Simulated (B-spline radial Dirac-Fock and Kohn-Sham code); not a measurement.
In⁷⁺: scattering cross sections and density moments

System: the In⁷⁺ ion, configuration [Kr] 4d6.

These are calculated numbers from an atomic code on a B-spline grid; the model is Dirac-Fock densities.

| Property | Result |
| --- | --- |
| Sum of ⟨r⟩ | 20.04 bohr |
| Sum of ⟨r²⟩ | 16.47 bohr² |
| Sum of ⟨1/r⟩ | 286.97 per bohr |
| Langevin diamagnetic susceptibility | -13.0 × 10⁻⁶ cm³/mol |
| Lamb shielding (α²/3)Σ⟨1/r⟩ | 5094 ppm |

Coherent scattering is the Thomson cross section weighted by f₀², without anomalous dispersion; incoherent scattering is Klein-Nishina weighted by S. The Lamb formula is the non-relativistic shielding expression. Electron correlation is left out. A dash stands where the photon energy is too low for the impulse approximation behind that column.

| hν (keV) | coherent (b) | incoherent (b) | incoherent per electron (b) |
| --- | --- | --- | --- |
| 1 | 1152 | – | – |
| 2 | 1092 | 0.9048 | 0.0215 |
| 10 | 478.4 | 8.129 | 0.194 |
| 17.4793 | 266.5 | 12.15 | 0.289 |
| 30 | 127.1 | 15.62 | 0.372 |
| 100 | 18.20 | 18.23 | 0.434 |
| 500 | 0.9056 | 11.96 | 0.285 |
| 1000 | 0.2316 | 8.820 | 0.210 |

Incoherent scattering overtakes coherent scattering between 30 and 100 keV.
